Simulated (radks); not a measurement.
Task: The mean radii <r> (bohr) of the occupied orbitals of an atom or ion are listed with their occupations. All-electron calculation, scalar-relativistic Kohn-Sham, LB94 model potential, spin-polarised, spherical densities, finite nucleus; Fermi nuclear charge, rms radius of each element as measured or else 0.836 A^(1/3) + 0.57 fm. Program: a radial shooting solver on a logarithmic mesh with Libxc functionals.

orbital  occ.      <r>
1s up       1  0.02071
1s down     1  0.02071
2s up       1  0.08786
2s down     1  0.08786
2p up       3  0.07781
2p down     3  0.07781
3s up       1   0.2273
3s down     1   0.2274
3p up       3   0.2256
3p down     3   0.2256
3d up       5   0.2038
3d down     5   0.2038
4s up       1   0.4675
4s down     1   0.4670
4p up       3   0.4802
4p down     2   0.4796

Name the element and its charge. Open shells, if any, are filled with parallel spins first.

Result: Z = 67, holmium, charge +32: Ho32+ in [Ar] 3d10 4s2 4p5. The 1s radius gives Z: for a bare nucleus <r> = (2 gamma + 1)/(2Z) with gamma = sqrt(1 - (Z/c)^2), 0.02048 bohr for Z = 67, and screening makes it slightly larger (0.02071 here). The occupations add up to 35, and the charge is Z minus that.
